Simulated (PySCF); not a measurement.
Method: PBE-D3(BJ)/def2-TZVP // r2SCAN-D4/def2-SVP in PySCF. Isolated molecules, 0 K electronic values unless said otherwise. 

Reference species: [Hf(Cl)4] (neutral, multiplicity 1).

```yaml
mean_distance_from_the_central_atom_to_its_bonded_neighbours: 2.333 Å
charge on the central atom (Mulliken): 1.08 e
HOMO: -8.32 eV
```

Changed species: [Hf(Cl)2(H)2] (2 of 4 Cl replaced by H; the reference has 0 of 4 Cl replaced by H).

Question: Predict the effect on the mean distance from the central atom to its bonded neighbours, charge on the central atom (Mulliken) and HOMO.

Answer: the mean distance from the central atom to its bonded neighbours drops by 0.248 Å, to 2.085 Å; the charge on the central atom (Mulliken) falls by 0.24 e, to 0.84 e; the HOMO increases by 0.90 eV, to -7.42 eV.
